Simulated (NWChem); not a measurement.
Species: PbH$_{2}$S, singlet; SMILES [SH][PbH]

```xyz
4

Pb     0.0140     0.4323     0.0000
H     -1.8384     0.4340     0.0000
S     -0.0386    -2.1022     0.0000
H      1.3057    -2.2460     0.0000
```
Atoms are numbered in this order, from 1.

Low-valent species are run as closed-shell singlets; no triplet was tried in these runs. All runs use the structure optimised with PBE0/def2-SVP. Not confirmed as a minimum by frequencies. def2 effective core potentials on Pb; no spin-orbit coupling.

Symmetry labels are those of Cs in the frame above (b1 and b2, or b-type labels, depend on it).

Question: List the 4 lowest vertical singlet excitations from CAM-B3LYP/def2-SVPD with def2 effective core potentials on Pb, TDA (NWChem).

Answer: 
| state | energy (eV) | oscillator strength | symmetry | leading excitation (squared amplitude) |
|---|---|---|---|---|
| S1 | 3.09 | 0.012 | a" | HOMO → LUMO (0.98) |
| S2 | 4.09 | 0.027 | a' | HOMO−1 → LUMO (0.87) |
| S3 | 4.12 | 0.002 | a" | HOMO−2 → LUMO (0.98) |
| S4 | 5.45 | 0.151 | a' | HOMO → LUMO+1 (0.77) |
